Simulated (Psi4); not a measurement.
Cl2Pb, charge -1, doublet, geometry from GFN2-xTB (such geometries of metal compounds can be far from the true shape) (a state made from the parent by changing its charge; the spin is typed, not shown lowest) (core potentials on Pb) (a gas-phase anion, which may not be bound at this level), with bond 2-1 at 1.3 times its length. Base run: HF/def2-SVP (Psi4).

Input for Psi4:
```
memory 2 GB

molecule mol {
-1 2
Pb    0.007043   -0.010256    0.425939
Cl    1.920591    2.191465   -1.443467
Cl   -1.512976   -1.633907   -1.042464
}

set {
  basis def2-svp
  reference uhf
}

energy('scf')
print_variables()
```

The base run was repeated with changes; each row names its change, and settings that it needs were set with it.

| change | ΔE vs base (mEh) | SCF cycles | basis functions | outcome |
|---|---|---|---|---|
| base | 0.000 | 10 | 62 | converged |
| d_convergence = 1e-10 | 0.000 | 20 | 62 | converged |
| d_convergence = 1e-8 | 0.000 | 15 | 62 | converged |
| scf_initial_accelerator = none | 0.000 | 10 | 62 | converged |
| ints_tolerance = 1e-8 | 0.000 | 10 | 62 | converged |
| e_convergence = 1e-4 | 0.000 | 10 | 62 | converged |
| scf_type = dfdirj+cosx | -1.722 | 11 | 62 | converged |
| guess = sapgau | 0.000 | 16 | 62 | converged |
| soscf = true | 0.000 | 6 | 62 | converged |
| df_basis_scf = def2-universal-jkfit | 0.000 | 10 | 62 | converged |
| guess = core | 29.338 | 14 | 62 | another SCF solution |
| guess = sap | 29.338 | 14 | 62 | another SCF solution |
| cholesky_tolerance = 1e-6 (with scf_type cd) | -0.076 | 10 | 62 | converged |

A guess, shift, damping, solver or small numerical setting can't move a converged solution much, so rows marked as another SCF solution ended in a different state.

Open shells are given as the SCF converged; they aren't shown to be the lowest states, and a large step between rows can be another state.

A gas-phase anion may not be bound at this level; its values then depend on the basis.
